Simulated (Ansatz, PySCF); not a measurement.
Dimer: H2S (SMILES S) (first 3 atoms) with H2 (SMILES [H][H]); geometry from B3LYP-D3(BJ)/def2-TZVP.
(charge 0, multiplicity 1):
```xyz
5

S      0.49914    -0.66805     0.15842
H     -0.80797    -0.94139     0.29760
H      0.28397     0.65722     0.16769
H      0.15590    -0.17409     3.27534
H     -0.05370     0.02739     3.96163
```

Monomers are frozen at their geometry in the pair; levels with a basis set take the counterpoise correction.

Programs: Ansatz (Gaussian orbitals); PySCF for the dispersion terms. Values without a source in brackets are computed.

### Question
One of these levels gives -0.64 kcal/mol for the interaction energy. Name it.
(A) HF/aug-cc-pV(D+d)Z
(B) BLYP-D3(BJ)/def2-TZVPPD
(C) PBE-D4/def2-TZVPPD

### Answer
C, PBE-D4/def2-TZVPPD. The others give 0.29 (HF/aug-cc-pV(D+d)Z), -0.29 (BLYP-D3(BJ)/def2-TZVPPD)

Ansatz is a first-principles code.
